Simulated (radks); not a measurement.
Results of a calculation; reference values are marked as such.
Ionisation of the barium ion Ba2+, [Xe], to Ba3+, [Kr] 4d10 5s2 5p5, under several functionals. Scalar-relativistic Kohn-Sham, spin-polarised, spherical densities, finite nucleus; open shells are filled with parallel spins first (spin-orbit coupling, left out, can overturn this in heavy ions); a radial shooting solver on a logarithmic mesh with Libxc functionals.

LDA (Slater exchange, VWN5 correlation): E(Ba2+) (hartree) -8128.4241; Exc (hartree) -190.8985; IE (eV) 36.471; -e(HOMO) (eV) 31.078; <r> HOMO (bohr) 1.892; IE error (eV) +0.627
SCAN: E(Ba2+) (hartree) -8136.2084; Exc (hartree) -198.3239; IE (eV) 36.633; -e(HOMO) (eV) 31.390; <r> HOMO (bohr) 1.890; IE error (eV) +0.789
PBE: E(Ba2+) (hartree) -8134.6672; Exc (hartree) -197.1811; IE (eV) 36.248; -e(HOMO) (eV) 30.908; <r> HOMO (bohr) 1.894; IE error (eV) +0.405
BP86: E(Ba2+) (hartree) -8135.9826; Exc (hartree) -198.5044; IE (eV) 36.367; -e(HOMO) (eV) 31.007; <r> HOMO (bohr) 1.892; IE error (eV) +0.523
XLYP: E(Ba2+) (hartree) -8136.0189; Exc (hartree) -198.5296; IE (eV) 36.073; -e(HOMO) (eV) 30.713; <r> HOMO (bohr) 1.899; IE error (eV) +0.230

NIST Atomic Spectra Database: 35.844 eV (measured). Closest: XLYP. The Delta-SCF values span 0.56 eV, the total energies 7.78 hartree. The highest occupied level is 5p. Open shells are spherical and high-spin; term and fine-structure splittings are not resolved. Spin-orbit splitting is averaged out at the scalar-relativistic level.
